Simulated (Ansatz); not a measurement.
Input file for Ansatz (a first-principles code): R-wB97M-V/def2-TZVPP on ClHSn (SMILES [Cl][SnH]), atoms moved off the minimum. Elements past Kr take the def2 small-core potentials; no spin–orbit coupling.

Ansatz 0.2 input:
```yaml
crystal:
  periodic: [false, false, false]
  atoms:
    - {symbol: Sn, position_ang: [-0.26333245, -0.17589071, 0.24147283]}
    - {symbol: H, position_ang: [-1.20177817, -0.86938688, -0.70224041]}
    - {symbol: Cl, position_ang: [0.82905238, 0.84632925, -0.88068349]}
basis:
  gaussian:
    orbitals: def2-TZVPP
hamiltonian:
  xc: {name: wB97M-V}
scf: {lower_state_search: off}
output: {forces: true}
```

Program output:

```
WARN ansatz: RAYON_NUM_THREADS=1 ignored (pool sized by the plan → 1); use --threads N
Functional definition: wB97M-V
these checks for a lower state are left out or cut short: stability, starts, cluster_reference, orbital_swaps, neighbouring_geometries, increment
integrals: 0.05 GiB planned
801 factors; their error is unknown
integrals: 0.08 GiB planned
144 factors; integrals over basis functions are off by at most 2.9e-5 eV
mean field: 0.43 GiB planned
mean field evaluation 1: about -18365.2937 eV, gradient 1.3e1 eV
mean field evaluation 2: about -18365.6163 eV, gradient 6.5e0 eV
mean field evaluation 4: about -18365.6828 eV, gradient 3.4e-1 eV
mean field evaluation 8: about -18365.7441 eV, gradient 1.6e-1 eV
mean field evaluation 16: about -18365.7442 eV, gradient 1.6e-4 eV
mean field -18365.74415286 eV, -674.9286488690 hartree, gradient 9.8e-6 eV, S^2 0.000000; 0 other end points of the search recorded, 0 dependent functions left out
the calculation of the forces begins
reference -18365.74419613 eV, -674.9286504594 hartree; 20, 20 occupied and 86, 86 virtual orbitals, 801 factors
Total energy: -18365.74419613 eV, -674.9286504594 hartree
Atom 0 at    -0.263332    -0.175891     0.241473 Å, force    -7.782842    -7.998810    15.390135 eV/Å
Atom 1 at    -1.201778    -0.869387    -0.702240 Å, force    -3.259372    -2.368565    -3.691481 eV/Å
Atom 2 at     0.829052     0.846329    -0.880683 Å, force    11.042214    10.367375   -11.698654 eV/Å
Dipole moment:    -0.001389     0.014039    -0.157033 e Å
Checks for a lower state left out: stability, starts, cluster_reference, orbital_swaps, neighbouring_geometries, increment
```

Self-consistency was reached.

Cost: about 7 core-seconds (a rough figure).
